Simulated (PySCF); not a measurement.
**Radial density of V²⁺ (vanadium, charge +2)**

UHF, [Ar] 3d2 4p1, one real determinant (an excited configuration). All numbers are calculated (PySCF 2.14, the spin-free X2C one-electron Hamiltonian (Gaussian nucleus), in aug-cc-pVTZ-DK (8s7p5d3f2g, 93 functions)).

| r (bohr) | 4πr²ρ (e/bohr) | 4πr²(ρα − ρβ) |
| --- | --- | --- |
| 0.00118 | 0.1898 | 0.0000 |
| 0.00199 | 0.4838 | 0.0000 |
| 0.00335 | 1.207 | 0.0000 |
| 0.00563 | 2.905 | 0.0000 |
| 0.00947 | 6.571 | 0.0000 |
| 0.0159 | 13.32 | 0.0001 |
| 0.0268 | 22.33 | 0.0005 |
| 0.0450 | 27.49 | 0.0027 |
| 0.0758 | 23.05 | 0.0117 |
| 0.127 | 22.17 | 0.0376 |
| 0.214 | 29.87 | 0.1159 |
| 0.361 | 16.59 | 0.4893 |
| 0.607 | 9.505 | 1.4236 |
| 1.02 | 9.915 | 1.5975 |
| 1.72 | 2.062 | 0.7250 |
| 2.89 | 0.4746 | 0.4568 |
| 4.85 | 0.1034 | 0.1034 |
| 8.17 | 0.0006419 | 0.0006 |

Densities and radii are taken from the X2C orbitals without a picture-change correction, which distorts them close to the nucleus.

⟨L²⟩ = 14.01 against 20 for a pure G term, so this real determinant mixes terms.
